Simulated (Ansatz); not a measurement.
Reaction (stannylene formation by 1,1-elimination): `[NH2][SnH]([OH])[F]` → H–F + `[NH2][Sn][OH]`

Calculated with Ansatz (gas phase, PBE0-D4/def2-TZVP geometries, no zero-point term in ΔE). CCSD(T)/CBS is the MP2 limit (def2-TZVPP, def2-QZVPP) plus CCSD(T) − MP2 in def2-TZVPP, frozen cores. This one scheme is used for every species. Functionals use def2-TZVPP. B3LYP here is the variant with VWN-RPA as its local correlation; programs differ in this. Elements past krypton have def2 core potentials. For Sn outer-core shells are correlated without core-valence functions, which leaves a few kJ/mol of doubt a bond. One conformer a species, not always the lowest.

| level | ΔE (kcal/mol) |
| --- | --- |
| PBE-D4 | 4.0 |
| B3LYP-D4 | 3.2 |
| ωB97M-V | 7.9 |
| HF/def2-TZVPP | 9.7 |
| SCS-MP2/def2-TZVPP | 5.9 |
| CCSD/def2-TZVPP | 7.3 |
| CCSD(T)/def2-TZVPP | 7.5 |
| HF/def2-QZVPP | 10.2 |

Problem. What does CCSD(T)/CBS give? (Estimate.)

Solution. Ansatz gave: +7.2 kcal/mol. The listed levels differ from it by -3.2, -4.0, 0.7, 2.5, -1.3, 0.1, 0.3, 3.0 kcal/mol.

Largest T1 diagnostic among the species: 0.017.

From PBE to PBE0 (25 % exact exchange), in def2-TZVPP and without D4, ΔE moves by +3.0 kcal/mol. In def2-TZVPP, CCSD(T) changes the Hartree–Fock value by −2.2 kcal/mol (the triples alone add +0.2 kcal/mol) and MP2 by −4.3 kcal/mol.
